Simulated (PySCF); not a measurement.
TiOCl₂, SMILES [O]=[Ti]([Cl])[Cl], multiplicity 1.

The structure is a stationary point at TPSSh-D3(BJ)/def2-SVP. The spin state was assumed, not searched.

These are r2SCAN/def2-TZVPD (PySCF) values and carry that method's errors.

Symmetry labels are those of the subgroup Cs that the program uses (full group Cs).

Computed valence orbital energies around the gap with their symmetry:
```csv
orbital,symmetry,energy (eV)
HOMO−7,A',-10.07
HOMO−6,A',-9.74
HOMO−5,A',-9.64
HOMO−4,A",-9.17
HOMO−3,A",-8.98
HOMO−2,A',-8.88
HOMO−1,A',-8.56
HOMO,A",-8.27
LUMO,A',-4.82
LUMO+1,A",-4.57
LUMO+2,A',-3.23
LUMO+3,A",-2.14
```
